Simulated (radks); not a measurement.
Q: Pd2+, configuration [Kr] 4d8 (the NIST ground configuration). Calculated with a radial shooting solver on a logarithmic mesh with Libxc functionals: Dirac Kohn-Sham, HCTH/407, spin-unpolarised, spherical densities, point nucleus; open shells are shared between the two j in proportion to 2j + 1. Some entries of the table are withheld. Estimate them.

orbital,occ.,eigenvalue (eV),<r> (bohr)
1s1/2,2,-24170.33,0.03187
2s1/2,2,-3555.312,0.1380
2p1/2,2,-3301.668,0.1171
2p3/2,4,-3142.259,0.1221
3s1/2,2,(1),0.3787
3p1/2,2,-562.7264,0.3707
3p3/2,4,-534.8560,0.3815
3d3/2,4,(2),0.3547
3d5/2,6,(3),0.3581
4s1/2,2,-111.0515,0.9416
4p1/2,2,(4),(5)
4p3/2,4,(6),(7)
4d3/2,3.2,(8),1.351
4d5/2,4.8,(9),1.367

A: 
(1) 3s1/2 eigenvalue (eV): -663.1162
(2) 3d3/2 eigenvalue (eV): -356.8473
(3) 3d5/2 eigenvalue (eV): -351.2692
(4) 4p1/2 eigenvalue (eV): -79.8302
(5) 4p1/2 <r> (bohr): 1.011
(6) 4p3/2 eigenvalue (eV): -75.3091
(7) 4p3/2 <r> (bohr): 1.040
(8) 4d3/2 eigenvalue (eV): -28.0912
(9) 4d5/2 eigenvalue (eV): -27.5545
